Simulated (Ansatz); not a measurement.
C21H15N3 (relaxed from a model of trityl dicyanamide, whose bonding it doesn't keep). Charge 0, multiplicity 1. Geometry PBE-D4/def2-SVP; atoms count from 1.

```xyz
39

N     1.870   -5.847    0.292
C     1.102   -4.955    0.215
N     0.178   -4.027    0.067
C     0.031   -2.833    0.381
N    -0.298   -1.721    0.725
C     0.617    2.205    3.703
C    -0.164    1.046    3.836
C    -0.393    0.219    2.728
C     0.159    0.538    1.474
C    -0.159   -0.339    0.250
C    -1.512    0.065   -0.377
C    -2.079    1.331   -0.151
C    -3.280    1.696   -0.780
C    -3.933    0.799   -1.637
C    -3.374   -0.470   -1.864
C    -2.173   -0.832   -1.240
C     0.986   -0.272   -0.783
C     0.826    0.324   -2.045
C     1.903    0.378   -2.947
C     3.147   -0.163   -2.597
C     3.316   -0.753   -1.333
C     2.246   -0.800   -0.432
C     0.945    1.698    1.345
C     1.169    2.529    2.455
H     0.800    2.854    4.574
H    -0.598    0.781    4.812
H    -1.004   -0.689    2.830
H    -1.580    2.042    0.522
H    -3.710    2.691   -0.590
H    -4.877    1.084   -2.125
H    -3.877   -1.185   -2.532
H    -1.745   -1.827   -1.435
H    -0.146    0.749   -2.331
H     1.761    0.845   -3.933
H     3.987   -0.127   -3.308
H     4.290   -1.177   -1.045
H     2.394   -1.244    0.565
H     1.385    1.955    0.371
H     1.788    3.432    2.341
```

Single mean-field runs in def2-TZVP are fitted with def2-universal-jkfit.

Q: Estimate the Mulliken populations of the heavy atoms from the PBE0/def2-TZVP orbitals of Ansatz.

A: 
| atom | charge (e) |
| --- | --- |
| N1 | -0.10 |
| C2 | 0.02 |
| N3 | -0.23 |
| C4 | 0.20 |
| N5 | -0.20 |
| C6 | -0.10 |
| C7 | -0.12 |
| C8 | -0.20 |
| C9 | -0.16 |
| C10 | 0.96 |
| C11 | -0.16 |
| C12 | -0.12 |
| C13 | -0.13 |
| C14 | -0.11 |
| C15 | -0.11 |
| C16 | -0.25 |
| C17 | -0.18 |
| C18 | -0.10 |
| C19 | -0.14 |
| C20 | -0.11 |
| C21 | -0.10 |
| C22 | -0.27 |
| C23 | -0.14 |
| C24 | -0.13 |
Mulliken values and Mayer orders depend strongly on the basis.

Q: And the Mayer bond orders between bonded heavy atoms (over 0.3)?

A: N1–C2 2.99 (1.18 Å); C2–N3 1.19 (1.32 Å); N3–C4 1.77 (1.24 Å); C4–N5 2.17 (1.21 Å); N5–C10 0.77 (1.47 Å); C6–C7 1.40 (1.40 Å); C6–C24 1.41 (1.40 Å); C7–C8 1.44 (1.40 Å); C8–C9 1.44 (1.41 Å); C9–C10 0.76 (1.54 Å); C9–C23 1.37 (1.41 Å); C10–C11 0.73 (1.54 Å); C10–C17 0.70 (1.54 Å); C11–C12 1.39 (1.41 Å); C11–C16 1.41 (1.41 Å); C12–C13 1.43 (1.40 Å); C13–C14 1.41 (1.40 Å); C14–C15 1.39 (1.40 Å); C15–C16 1.45 (1.40 Å); C17–C18 1.39 (1.41 Å); C17–C22 1.43 (1.41 Å); C18–C19 1.42 (1.41 Å); C19–C20 1.42 (1.40 Å); C20–C21 1.39 (1.41 Å); C21–C22 1.46 (1.40 Å); C23–C24 1.42 (1.40 Å).
